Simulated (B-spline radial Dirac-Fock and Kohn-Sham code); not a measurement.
The M5 (3d5/2) hole of neodymium ions: width and yield against charge

The computed values come from a radial finite-basis atomic code: independent-particle radiative and Coulomb Auger rates from relativistic LDA hole-state orbitals, with Dirac-Fock energies. Tabulated ground configurations, configuration averages; single configurations, so decays that open only by mixing (as 1s 2s² with 1s 2p² in Be-like ions) are missing and such tiny yields are far too low.

```
 ion          configuration  radiative (eV)  non-radiative (eV)    yield
  Nd           [Xe] 4f4 6s2         0.00256               0.842  0.00303
 Nd⁺           [Xe] 4f4 6s1         0.00257               0.843  0.00304
Nd²⁺               [Xe] 4f4         0.00258               0.843  0.00305
Nd³⁺               [Xe] 4f3         0.00223               0.844  0.00264
Nd⁴⁺               [Xe] 4f2         0.00178               0.844  0.00210
Nd⁵⁺  [Kr] 4d10 4f2 5s2 5p5         0.00179               0.843  0.00212
Nd⁶⁺  [Kr] 4d10 4f2 5s2 5p4         0.00181               0.842  0.00214
Nd⁷⁺  [Kr] 4d10 4f2 5s2 5p3         0.00182               0.842  0.00216
```
